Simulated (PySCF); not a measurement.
Species: C5H8N2Si.
Atom-mapped SMILES: `[CH3:1][c:2]1[cH:3][c:4]([SiH3:5])[cH:6][n:7][n:8]1`

Structure used (GFN2-xTB), in Å, numbered top down from 1:
```xyz
16
C5H8N2Si angstrom
C      2.694   -0.539   -0.413
C      1.401    0.170   -0.176
C      0.189   -0.524   -0.081
C     -0.973    0.193    0.141
Si    -2.677   -0.609    0.302
C     -0.795    1.580    0.253
N      0.371    2.177    0.156
N      1.453    1.487   -0.057
H      3.490    0.190   -0.529
H      2.924   -1.190    0.430
H      2.629   -1.155   -1.309
H      0.172   -1.600   -0.183
H     -3.642    0.230   -0.407
H     -2.604   -1.945   -0.291
H     -3.006   -0.694    1.726
H     -1.635    2.237    0.426
```

Definitions: NICS(0) = −σiso at the ring centroid; NICS(1) = −σiso and NICS(1)zz = −σzz at ±1 Å along the ring normal z. Level: GIAO PBE0/pcSseg-1 (PySCF, non-relativistic, gas phase) on the GFN2-xTB geometry, one conformer.

Ring bond lengths (Å), with Mayer bond orders in brackets: C2–C3 1.400 (1.26), C3–C4 1.383 (1.47), C4–C6 1.403 (1.30), C6–N7 1.314 (1.54), N7–N8 1.301 (1.31), N8–C2 1.323 (1.52).

Task: Give the NICS values of each ring in ppm.

Result: 
| ring | type | NICS(0) | NICS(1), two faces | NICS(1)zz, two faces | rms pucker (Å) | centre to ring atoms, mean (Å) |
| --- | --- | --- | --- | --- | --- | --- |
| C2–C3–C4–C6–N7–N8 | 6-membered ring with 2 N; formal bonds all aromatic | -4.7 | -11.0 / -11.2 | -26.9 / -27.0 | 0.00 | 1.35 |

Task: What do they say, and how far can they be read as aromaticity?

Result: 
- C2–C3–C4–C6–N7–N8: mean NICS(1)zz -26.9 ppm, shielded. The ring is flat and has no four-coordinate atom; by the NICS criterion it is aromatic. NICS(0) lies 6 ppm above the mean NICS(1).

Task: What does the geometric index give? HOMA = 1 − mean of α(R − Ropt)² over the ring bonds, with Krygowski's 1993 parameters (CC: Ropt 1.388 Å, α 257.7 Å⁻²; CN: Ropt 1.334 Å, α 93.52 Å⁻²; NN: Ropt 1.309 Å, α 130.33 Å⁻²).

Result: 
- C2–C3–C4–C6–N7–N8: HOMA 0.97; the largest term is that of C4–C6, α(R − Ropt)² = 0.06. The geometric and the magnetic index point the same way.

Task: What is the mean of the two in-plane components of NICS at the second NICS(1) probe listed for ring C2–C3–C4–C6–N7–N8, 1 Å off the ring?

Result: The isotropic value is a third of the trace: (3 × -11.2 − (-27.0))/2 = -3.3 ppm.

Task: How shielded are the nuclei of the rings and their hydrogens (means over atoms taken as equivalent)?

Result: 
| atoms | environment | σ isotropic (ppm) | principal values of the symmetric part, first atom (ppm) |
| --- | --- | --- | --- |
| C2 | substituted aromatic carbon | 24.1 | -98.2, 14.7, 155.9 |
| C3 | aromatic CH carbon | 49.6 | -70.4, 50.3, 169.0 |
| C4 | substituted aromatic carbon | 54.2 | -56.6, 22.9, 196.3 |
| C6 | aromatic CH next to a ring nitrogen | 29.3 | -102.2, 41.9, 148.1 |
| N7 | pyridine-type nitrogen | -193.3 | -624.1, -204.6, 248.8 |
| N8 | pyridine-type nitrogen | -190.4 | -603.0, -197.9, 229.6 |
| H12 | aromatic hydrogen | 24.14 | 19.9, 21.4, 31.1 |
| H16 | aromatic hydrogen | 22.27 | 18.8, 19.2, 28.9 |

On x86-64 server, one thread (shared host), this took 28 s wall. This is the whole shielding run at PBE0/pcSseg-1, SCF included.
